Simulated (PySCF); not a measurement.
**Electron correlation in Mn¹⁴⁺ (manganese, charge +14)**

[Ne] 3s1, 2S determinant. Calculation: PySCF 2.14, in an even-tempered Gaussian basis (18 s from 0.93 bohr⁻², ratio 2.5; 11 p from 1.2 bohr⁻², ratio 2.5; 5 d from 5 bohr⁻², ratio 2.7; 4 f from 7.5 bohr⁻², ratio 2.7); the spin-free X2C one-electron Hamiltonian (Gaussian nucleus). Frozen: 1s2; 9 electrons correlated; the 19 highest virtual orbitals of each spin left out.

MP2 pair energies summed by pair of shells (mhartree):

| pair | energy | share (%) |
| --- | --- | --- |
| 2p-2p | -208.94 | 67.1 |
| 2s-2p | -63.60 | 20.4 |
| 2p-3s | -24.31 | 7.8 |
| 2s-2s | -10.69 | 3.4 |
| 2s-3s | -3.85 | 1.2 |

Total MP2 correlation energy: -311.40 mhartree.

Same-spin part -83.52 and opposite-spin part -227.88 mhartree; SCS-MP2 scales them by 1/3 and 6/5 to -301.29 mhartree.
